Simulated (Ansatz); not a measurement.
Consider the isomerisation: `CC1=C(C)B1` → `C=C1CB1C`.

Computed with Ansatz on PBE0-D4/def2-TZVP structures; ΔE is electronic, products minus reactants. CCSD(T)/CBS adds triple-zeta CCSD(T) − MP2 to the extrapolated MP2 energy (def2 sets, frozen cores). DFT in def2-TZVPP.

| level | ΔE (kJ/mol) |
| --- | --- |
| PBE-D4 | 64.9 |
| HF/def2-QZVPP | 94.8 |

Task: What does CCSD(T)/CBS give? (Best estimate.)

Result: Computed: +74.0 kJ/mol. The listed levels differ from it by -9.1, 20.8 kJ/mol.

Largest T1 diagnostic among the species: 0.011.

From PBE to PBE0 (25 % exact exchange), in def2-TZVPP and without D4, ΔE moves by +10.0 kJ/mol. In def2-TZVPP, CCSD(T) changes the Hartree–Fock value by −21.2 kJ/mol (the triples alone add −2.7 kJ/mol) and MP2 by −12.8 kJ/mol.
